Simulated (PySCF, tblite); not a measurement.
Rigid-rotor lines calculated for a species of formula C3H12N2Si3 (commonest isotopes; PBE0/pcSseg-1 in PySCF (dipole) on a GFN2-xTB geometry, gas phase), labelled J(Ka,Kc):

```
     transition     MHz
1(1,1) ← 0(0,0)  2230.9
2(1,1) ← 1(1,0)  2378.3
2(0,2) ← 1(0,1)  2306.9
2(1,2) ← 1(1,1)  2241.8
1(0,1) ← 0(0,0)  1155.0
```

(1) Find the rotational constants.

(2) What moments of inertia, asymmetry and inertial defect follow?

(3) Which dipole components do these lines need?

(4) Predict further lines from these constants: 3(2,1) ← 2(1,2); 2(2,1) ← 2(1,2); 2(2,1) ← 1(1,1); 2(1,1) ← 2(0,2); 3(2,1) ← 3(1,2); 3(2,2) ← 2(2,1); 3(1,2) ← 2(1,1); 3(2,2) ← 2(1,1); 3(0,3) ← 2(0,2); 3(1,2) ← 3(1,3); 2(1,2) ← 1(0,1); 3(3,1) ← 2(2,0).

(5) Which structure gave them?

Answers

(1) 1(0,1) ← 0(0,0) is B + C, 2(1,1) ← 1(1,0) is 3B + C and 2(1,2) ← 1(1,1) is B + 3C, so B − C is half the difference of the last two, 68.2 MHz. 1(1,1) ← 0(0,0) is A + C. A = 1687.5, B = 611.6, C = 543.4 MHz.

(2) I = 505379 MHz·u·Å² over each constant: Ia = 299.49, Ib = 826.28, Ic = 930.07 u·Å²; κ = (2B − A − C)/(A − C) = -0.881 (asymmetric top); Δ = Ic − Ia − Ib = -195.70 u·Å².

(3) μa and μb (a-type: ΔKa even, ΔKc odd; b-type: both odd). The calculation gives |μa| = 3.31 D, |μb| = 2.94 D, |μc| = 0.41 D.

(4) 
```csv
transition,MHz,type,branch
"3(1,2) ← 3(1,3)",409,a,Q
"2(1,1) ← 2(0,2)",1215,b,Q
"3(2,1) ← 3(1,2)",3143,b,Q
"2(1,2) ← 1(0,1)",3318,b,R
"2(2,1) ← 2(1,2)",3432,b,Q
"3(0,3) ← 2(0,2)",3452,a,R
"3(2,2) ← 2(2,1)",3465,a,R
"3(1,2) ← 2(1,1)",3565,a,R
"2(2,1) ← 1(1,1)",5674,c,R
"3(2,2) ← 2(1,1)",6693,b,R
"3(2,1) ← 2(1,2)",6913,b,R
"3(3,1) ← 2(2,0)",9014,b,R
```

(5) `CN[Si@@H](C#N)[SiH2]C[SiH3]`, point group C1. Three constants can't fix a structure by themselves; this is the one that was computed:
```
atom  x, y, z in Å
C1    -2.452   -0.677    0.485
N2    -1.708   -0.698   -0.752
Si3   -0.632    0.544   -1.272
C4    -1.572    2.024   -1.959
N5    -2.176    2.922   -2.341
Si6    0.684    1.278    0.480
C7     1.539   -0.182    1.354
Si8    2.754   -1.178    0.287
H9    -1.860   -0.179    1.252
H10   -2.659   -1.697    0.815
H11   -3.405   -0.144    0.392
H12   -2.195   -1.227   -1.461
H13   -0.025   -0.032   -2.480
H14    1.723    2.198   -0.004
H15   -0.082    2.029    1.495
H16    2.073    0.199    2.225
H17    0.780   -0.862    1.743
H18    3.809   -0.290   -0.208
H19    3.358   -2.242    1.096
H20    2.041   -1.775   -0.845
```

The values belong to one conformer (point group C1) with, in the numbering `[CH3:1][NH:2][Si@@H:3]([C:4]#[N:5])[SiH2:6][CH2:7][SiH3:8]`, C1–N2–Si3–C4 -78°, N2–Si3–Si6–C7 52°, Si3–Si6–C7–Si8 63°. Its GFN2-xTB frequencies are all real (lowest 17 cm⁻¹). No vibrational averaging or centrifugal distortion is included, and the geometry carries the error of its method. A rigid rotor knows nothing of inversion at nitrogen or internal rotation, which can split or shift real lines. Quadrupole hyperfine structure (14N) is left out.
